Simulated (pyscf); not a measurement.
A first-order saddle from PySCF, ωB97X-D3(BJ)/def2-SVP:

```xyz
6

In    -1.1065     0.5999     1.2186
H     -0.3318     0.1738     2.6838
C     -1.4330    -0.2705    -0.6636
H     -2.7059     0.6567     0.3450
H     -1.6115    -1.3352    -0.8834
H     -1.6975     0.4034    -1.4884
```
Charge 0, spin multiplicity 2.

Surface: doublet, charge 0. Lowest wavenumbers (cm⁻¹): 1644i, 343, 382, 563, 607.

Task: Name the species on either side of this saddle.

Result: `[CH2][InH2]` [doublet] ⇌ `[CH3][InH]` [doublet], a hydrogen shift read from left to right: H–In broken and C–H formed. At CCSD(T)/def2-TZVPP + ΔMP2(QZVPP) it lies +34.4 kcal/mol from the left side and +65.1 kcal/mol from the right (each side as separated species at their lowest minima found). One saddle was located; it need not be the lowest between these sides. The CCSD(T) − MP2 part came from Ansatz, without density fitting, on the same reference. A UHF reference is spin-contaminated (<S²> up to 0.94), which harms MP2 most. The frozen core leaves the outer d or s,p core shells of the metals and heavy elements correlated in the MP2 and CC values, and def2-TZVPP describes them poorly, which can shift differences by a few kcal/mol. Elements past Kr carry the def2 core potentials, without spin-orbit coupling.
